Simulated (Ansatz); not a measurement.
Stretching the Se1–H2 bond in hydrogen selenide (SMILES [SeH2]) (multiplicity 1 held, fragments rigid). Energies count from the point at 1.470 Å.
Geometry at that point (charge 0, multiplicity 1):
```xyz
3

Se     0.000     0.057     0.002
H     -1.053    -0.969    -0.038
H      1.050    -0.971    -0.046
```

Restricted levels (R-, RO-) in cc, def2 and unpolarised 6-31G sets keep to the state of the molecule at rest. U- levels take the lowest unrestricted solution at each point, which mixes spins at long bonds. Active spaces are followed from a long bond inwards. Levels need not reach the same state.

Cores are frozen in the correlated methods. Filled d and f shells under p-block atoms count as core.

The values were computed with Ansatz (a program for electronic structure) with Gaussian orbitals. Each number belongs to the level named beside it.

Energies in kJ/mol.

```
R (Å)  U-PBE/cc-pVTZ  R-B3LYP/cc-pVTZ  R-SCS-MP2/cc-pVTZ  FIC-MRCISD+Q on CASSCF(4,3)/cc-pVTZ
-----  -------------  ---------------  -----------------  -----------------------------------
1.176            155              150                ___                                  151
1.323             31               29                 27                                   28
1.470              0                0                  0                                    0
1.617             15               18                 21                                   18
1.765             52               57                 64                                   58
1.985            123              131                143                                  130
2.206            193              205                ___                                  197
2.573            289              310                329                                  278
2.941            329              389                400                                  319
3.382            344              452                441                                  339
3.970            350              502                ___                                  345
4.705            351              532                368                                  347
```

Fill in the missing entries.


- 2.206, R-SCS-MP2/cc-pVTZ: 222
- 1.176, R-SCS-MP2/cc-pVTZ: 149
- 3.970, R-SCS-MP2/cc-pVTZ: 436

Doubts at one or more of the structures used: a spin-contaminated determinant (U-PBE/cc-pVTZ); a restricted determinant that unrestricted orbitals would lower (R-B3LYP/cc-pVTZ, R-SCS-MP2/cc-pVTZ); active orbitals that take no part (FIC-MRCISD+Q on CASSCF(4,3)/cc-pVTZ).
